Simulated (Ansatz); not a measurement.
```yaml
crystal:
  periodic: [false, false, false]
  atoms:
    - {symbol: Zn, position_ang: [-2.377867, 0.985178, -0.208861]}
    - {symbol: Zn, position_ang: [2.348850, -1.012973, 0.274631]}
    - {symbol: Te, position_ang: [0.018969, 0.061355, -0.075582]}
basis:
  gaussian: {orbitals: def2-SVP}
hamiltonian: {xc: {name: revPBE}}
output: {forces: true}
```

```sh
$ ansatz run in.yaml --threads 4 --pin off --events-out ev --progress --plain --max-ram 3916MiB
```

It prints (some lines left out):

```
Functional definition: revPBE
1036 factors; their error is unknown
mean field evaluation 1: about -104109.5524 eV, gradient 4.3e1 eV
mean field evaluation 2: about -104086.8049 eV, gradient 8.9e1 eV
mean field evaluation 4: about -104113.2083 eV, gradient 6.9e0 eV
mean field evaluation 8: about -104113.3604 eV, gradient 6.9e-2 eV
mean field evaluation 16: about -104113.3127 eV, gradient 1.8e-5 eV
mean field evaluation 32: about -104110.4815 eV, gradient 4.3e0 eV
mean field -104113.31271795 eV, -3826.0936718467 hartree, gradient 1.8e-5 eV, S^2 0.000000; 4 other end points of the search recorded, 0 dependent functions left out
reference -104113.31277435 eV, -3826.0936739195 hartree; 42, 42 occupied and 46, 46 virtual orbitals, 1036 factors
Total energy: -104113.31277435 eV, -3826.0936739195 hartree
Atom 0 at    -2.377867     0.985178    -0.208861 Å, force     0.139012    -0.041309    -0.007628 eV/Å
Atom 1 at     2.348850    -1.012973     0.274631 Å, force    -0.170204     0.091107    -0.041383 eV/Å
Atom 2 at     0.018969     0.061355    -0.075582 Å, force     0.031192    -0.049798     0.049011 eV/Å
Dipole moment:    -0.034425    -0.048668     0.075600 e Å
```

Hardware: 4 threads of Arm Neoverse V1 on a shared host. Wall time 2.5 s.

In the def2 sets Te takes a core potential; there is no spin–orbit coupling.
